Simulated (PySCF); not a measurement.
germylsilane (GeH₆Si), SMILES [SiH3][GeH3]. Heavy atoms are numbered as in [SiH3:1][GeH3:2]. Hydrogens are named by the atom that carries them.

Coordinates come from a PBE0-D3(BJ)/def2-TZVP optimisation.

All values below come from KT2/pcSseg-2 in PySCF.

GIAO shieldings, no solvent; atoms alike by connectivity are averaged. δ = σ(ref) − σ: ²⁹Si against TMS (σ = 351.7 ppm); ⁷³Ge against GeH4 (σ = 1672.1 ppm); ¹H against TMS (σ = 31.47 ppm), references at their B3LYP-D3(BJ)/def2-TZVP geometries, non-relativistic.

Computed chemical shifts:
| nucleus | atoms | count | δ (ppm) |
|---|---|---|---|
| ²⁹Si | Si1 (SiH3) | 1 | -107.1 |
| ⁷³Ge | Ge2 (GeH3) | 1 | -15.1 |
| ¹H | H on Si1 | 3 | 3.88 |
| ¹H | H on Ge2 | 3 | 3.83 |
